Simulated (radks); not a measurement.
The numbers below are computed, except where a source is named.
Sm IV, 59 electrons, occupied as [Xe] 4f5. Code: a radial shooting solver on a logarithmic mesh with Libxc functionals. Model: Dirac Kohn-Sham, PBE, spin-unpolarised, spherical densities, point nucleus; open shells fill j = l - 1/2 first.

Normalised radial functions P(r) = r R(r) (large component), r in bohr:

```
   r/bohr * 4d5/2 (the largest magnitude, 1.24, reaches the edge; | marks zero)
 0.001079                             *
 0.001662                             *
 0.002581                             *
 0.003976                             *
 0.006124                             *
 0.009433                             *
  0.01453                             *
  0.02238                             |*
  0.03475                             | *
  0.05353                             |    *
  0.08245                             |          *
    0.127                             |               *
   0.1956                             |             *
   0.3038                         *   |
   0.4679   *                         |
   0.7207  *                          |
     1.11                 *           |
     1.71                           * |
    2.655                             *
     4.09                             *
      6.3                             *
```

4d5/2: eigenvalue -157.61 eV, 1 radial node at r = 0.281 bohr, <r> = 0.672 bohr, 90 % of the charge inside 1.01 bohr.
